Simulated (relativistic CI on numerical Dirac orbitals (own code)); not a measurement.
**Fe3+ in a cubic cluster: 2p photoemission with charge transfer**

Computed with a charge-transfer multiplet model of a cubic metal-ligand cluster with up to one ligand hole, Slater and spin-orbit integrals from Dirac-Coulomb-Breit ions, Slater integrals scaled by 0.8. The parameters are those of a tetrahedral site (10Dq negative, t2 hopping the larger). The ground state mixes d5 with configurations of k ligand holes L, whose averages lie at kΔ + k(k − 1)U_dd/2; a core hole lowers each added d electron by U_cd. 300 K, Lorentzian 0.6 eV and Gaussian 0.8 eV FWHM.

Atomic integrals in eV (Slater integrals scaled, ζ unscaled), ground: F2dd 9.587, F4dd 5.993, zeta_d 0.056; with the core hole: F2dd 10.973, F4dd 6.899, zeta_d 0.083, zeta_core 8.126, F2cd 6.510, G1cd 4.989, G3cd 2.838.

Cluster parameters (eV): Δ = 3.5, U_dd = 5.4, U_cd = 6.3, 10Dq = -0.45, 10Dq(ligand) = 0, final-state hopping factor = 1.

```csv
Case,n_d,d5,d6L,S
"V(eg) = 0.7 eV, V(t2g) = -1.19 eV",5.10,0.90,0.10,2.50
"V(eg) = 1.3 eV, V(t2g) = -2.21 eV",5.21,0.79,0.21,2.50
"V(eg) = 1.6 eV, V(t2g) = -2.72 eV",5.25,0.75,0.25,2.50
```

Weights, n_d and S are thermal averages at 300 K. Binding energies count from the first peak over 30 % of the highest in each spectrum, which can be another peak from case to case. The parameters are a model scan and need not match a compound or its usual spin state. Peaks in eV (height, largest 100):
- V(eg) = 0.7 eV, V(t2g) = -1.19 eV: 0.0 (100), 1.2 (77), 4.8 (36), 6.5 (28), 10.4 (10), 14.1 (45), 15.3 (46), 17.9 (16), 19.9 (16)
- V(eg) = 1.3 eV, V(t2g) = -2.21 eV: 0.0 (100), 1.2 (83), 4.2 (18), 6.8 (13), 8.4 (17), 14.0 (48), 15.4 (49), 22.6 (5), 24.0 (6)
- V(eg) = 1.6 eV, V(t2g) = -2.72 eV: 0.0 (100), 1.2 (83), 4.7 (17), 7.7 (11), 10.6 (9), 14.1 (48), 15.3 (46)

Curve for V(eg) = 1.3 eV, V(t2g) = -2.21 eV (points under 2 left out, the grid thinned):

E (eV), Intensity and a bar:
```
     -3.4        2.0 
     -2.8        2.9 
     -2.1        4.8 #
     -1.5        9.4 ##
     -0.8       35.3 ###########
     -0.2       93.9 ##############################
      0.5       76.1 ########################
      1.1       81.9 ##########################
      1.8       67.1 #####################
      2.4       52.0 ################
      3.1       23.2 #######
      3.7       17.2 #####
      4.3       17.7 #####
      5.0       16.1 #####
      5.6       12.4 ###
      6.3       12.2 ###
      6.9       13.3 ####
      7.6       13.1 ####
      8.2       16.0 #####
      8.9       14.1 ####
      9.5       10.8 ###
     10.2        9.8 ###
     10.8        8.6 ##
     11.4        7.4 ##
     12.1        7.8 ##
     12.7       12.0 ###
     13.4       29.4 #########
     14.0       47.5 ###############
     14.7       38.1 ############
     15.3       48.9 ###############
     16.0       31.1 #########
     16.6       16.4 #####
     17.3       10.5 ###
     17.9        7.6 ##
     18.5        6.6 #
     19.2        5.9 #
     19.8        4.8 #
     20.5        3.6 
     21.1        2.8 
     21.8        3.0 
     22.4        4.9 #
     23.1        4.5 #
     23.7        5.4 #
     24.4        4.5 #
     25.0        2.1
```

For the case V(eg) = 0.7 eV, V(t2g) = -1.19 eV, Δ = 3.5 eV is smaller than U_dd = 5.4 eV, the charge-transfer side of the Zaanen-Sawatzky-Allen scheme. With the core hole the average of the configuration with one ligand hole lies at Δ − U_cd = -2.8 eV before mixing: the effective hopping of about 2.3 eV (from the holes of the mixed ground state) is comparable with this gap or larger, so the configurations mix strongly.

With at most 1 ligand hole the space is cut while the next configuration still counts, so covalency is underestimated, and a final configuration with one more ligand hole, which can lie low, is missing from the spectra.
